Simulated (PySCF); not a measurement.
[Ce(NH2)3]+ at several levels of theory

Computed with PySCF 2.14.0 (density fitting, no spin-orbit coupling) at the geometry relaxed with PBE0:

```xyz
10
[Ce(NH2)3]+ (singlet)
Ce    0.0404    0.0354    0.4645
N     2.0667    0.0035   -0.1594
H     2.6445   -0.8324   -0.2869
H     2.6482    0.8094   -0.4050
N    -1.0436    1.7993    0.0058
H    -2.0610    1.9013   -0.0439
H    -0.6397    2.7106   -0.2277
N    -1.0170   -1.7930    0.2663
H    -2.0335   -1.9107    0.2359
H    -0.6049   -2.7233    0.1503
```

| level | basis | state | HOMO (eV) | gap (eV) | charge on Ce1 (e) | population of f-type functions on Ce1 (polarisation alone where 4f lies in the core) | dipole about the centre of mass (D) | largest force component (eV/Å) |
| --- | --- | --- | --- | --- | --- | --- | --- | --- |
| PBE0 | Ce lcecp-2-SVP with ECP46, N def2-SVP, H def2-SVP | singlet | – | – | 1.42 | 0.13 | 1.08 | 0.02 |
| revPBE | the same | singlet | – | – | 1.24 | 0.12 | 0.92 | 0.39 |
| TPSS | the same | singlet | – | – | 1.32 | 0.12 | 0.99 | 0.36 |

In the lcecp rows the 4f levels are missing from HOMO and gap, and the state counts the valence alone.

Charges are Mulliken's, which hang on the basis. The relaxation used the grid (50, 194), these runs (75, 302) or, all-electron (x2c bases, spin-free X2C Hamiltonian), (99, 590).

Problem. What does PBE0 with Ce lcecp-2-TZVP with ECP46, N def2-TZVP, H def2-TZVP give here?

Solution. state singlet, charge on Ce1 (e) 1.80, population of f-type functions on Ce1 (polarisation alone where 4f lies in the core) 0.14, dipole about the centre of mass (D) 1.13, largest force component (eV/Å) 0.51. Time: 18 s on 2 threads of Arm Neoverse V1, on a shared host, from free ions and atoms.
